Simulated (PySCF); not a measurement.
C6H13Si (doublet state).
Numbering: `[CH3:1][C@@H:2]1[CH:3][CH2:4][Si@H:5]([CH3:6])[CH2:7]1` (hydrogens: H8, H9, H10 on C1; H11 on C2; H12 on C3; H13, H14 on C4; H15 on Si5; H16, H17, H18 on C6; H19, H20 on C7)

Geometry (GFN2-xTB, Å), atoms numbered from 1 in this order:
```xyz
20
C6H13Si angstrom
C     -2.5305   -0.8136   -0.2020
C     -1.3591   -0.0123    0.3517
C     -0.8686    1.0378   -0.5781
C      0.3643    1.7087   -0.1384
Si     1.3699    0.2494    0.6413
C      2.7571   -0.3600   -0.5022
C     -0.1419   -0.9142    0.6982
H     -2.8246   -1.5942    0.4971
H     -2.2591   -1.2818   -1.1465
H     -3.3865   -0.1641   -0.3745
H     -1.6725    0.4660    1.2919
H     -1.1475    1.0117   -1.6172
H      0.8579    2.2459   -0.9449
H      0.1593    2.4295    0.6586
H      1.8937    0.5725    1.9780
H      2.3915   -0.5526   -1.5064
H      3.5525    0.3746   -0.5734
H      3.1940   -1.2796   -0.1264
H     -0.0596   -1.6941   -0.0608
H     -0.2953   -1.4190    1.6510
```

The hyperfine couplings belong to this conformer and change with its torsions.

Method: PySCF 2.14.0, UKS B3LYP, pcH-1 on C H Si, non-relativistic, mean-field spin-orbit, GIAO. Geometry: GFN2-xTB, one conformer, isolated molecule. The geometry wasn't refined by DFT: couplings that depend on bond lengths, twists or pyramidal angles can differ widely from those at the functional's own minimum. Stability of the SCF solution: not tested.

The largest Mulliken spin populations are on C3 (+0.98), C4 (-0.08) and C2 (-0.07). No atom but C3 exceeds +0.15. The positive populations add up to 1.19 and the negative ones to -0.19, together 2S = 1. The angles at C3 add up to 355.6°, so it is nearly planar; its axial dipolar tensor and the negative coupling of its proton fit spin in a p orbital normal to that plane.

(1) How do the β-proton couplings of this frozen conformer go with θ, the angle between the C–H bond and the normal to the plane of the spin centre's three neighbours, both seen down the bond from centre to carbon?

Results:

(1) 
| β H | on | centre | θ (°) | cos²θ | a (G) |
| --- | --- | --- | --- | --- | --- |
| H11 | C2 | C3 | 33 | 0.70 | +28.36 |
| H13 | C4 | C3 | 83 | 0.02 | +1.67 |
| H14 | C4 | C3 | 23 | 0.84 | +45.83 |

Fitting the Heller–McConnell form a = ρ(B0 + B2 cos²θ), with Mulliken ρ = 0.98, gives B0 = -0.1 G and B2 = 50.1 G, with a largest miss of 5.6 G.

Couplings in gauss use g_iso = 2.0025.
